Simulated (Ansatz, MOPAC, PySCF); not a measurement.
System: AlI2 (charge +1, singlet). SMILES of the parent species: [I][Al][I]
Structure (B3LYP-D3(BJ)/def2-TZVP (Ansatz, a quantum-chemistry and plane-wave program) minimum search):
```
Al
I 1 2.3695
I 1 2.3695 2 180.00
```
Charge +1, spin multiplicity 1.

Unscaled harmonic wavenumbers (cm⁻¹) in rising order, each level at the stationary point that it reaches from this structure (no distance between atoms moves by over 0.3 Å); the order of modes can differ between levels, and a negative number is imaginary. B3LYP-D3(BJ)/def2-TZVP (PySCF, at the structure above): 94, 94, 175, 565.

PM6 (MOPAC): 119, 119, 215, 643. Zero-point energy 1.6 against 1.3 kcal/mol; where all levels lie over 400 cm⁻¹, the wavenumbers are on average 1.138 times those of B3LYP-D3(BJ)/def2-TZVP.

HF/3-21G (Ansatz): 88, 88, 164, 545. Zero-point energy 1.3 against 1.3 kcal/mol; where all levels lie over 400 cm⁻¹, the wavenumbers are on average 0.964 times those of B3LYP-D3(BJ)/def2-TZVP.

HF/6-31G* with LANL2DZ past Ar (Ansatz): 98, 98, 182, 581. Zero-point energy 1.4 against 1.3 kcal/mol; where all levels lie over 400 cm⁻¹, the wavenumbers are on average 1.029 times those of B3LYP-D3(BJ)/def2-TZVP.

B3LYP/6-31G* with LANL2DZ past Ar (Ansatz): 89, 89, 171, 554. Zero-point energy 1.3 against 1.3 kcal/mol; where all levels lie over 400 cm⁻¹, the wavenumbers are on average 0.981 times those of B3LYP-D3(BJ)/def2-TZVP.
